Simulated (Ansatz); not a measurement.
```xyz
13

C    -2.5800   -0.3951   -1.4905
C    -1.3822   -0.5410   -1.4701
Si    0.4349   -0.7038   -1.3647
Si    1.1867    0.7006    0.3524
C     0.2872    0.3219    1.9528
H    -3.6384   -0.2713   -1.5175
H     0.7586   -2.1275   -1.0775
H     1.0257   -0.3435   -2.6805
H     0.9491    2.1121   -0.0608
H     2.6572    0.5171    0.5159
H    -0.7905    0.4345    1.8171
H     0.4842   -0.7026    2.2756
H     0.6074    0.9987    2.7478
```

Charge 0, multiplicity 1.

**Question.** List the r2SCAN/def2-TZVPP orbital energies in eV (Ansatz 0.2.0). (Estimate.)

**Answer.** Ansatz gave: Occupied: -1791.10, -1790.78, -273.31, -272.98, -272.84, -141.56, -141.27, -96.44, -96.41, -96.40, -96.13, -96.12, -96.10, -19.56, -18.33, -14.98, -13.61, -12.59, -10.56, -10.48, -10.00, -9.17, -8.44, -8.27, -7.96, -7.26, -6.77. Lowest empty: -0.90, -0.83, -0.06, 0.14, 0.92, 1.30, 1.68, 1.98.
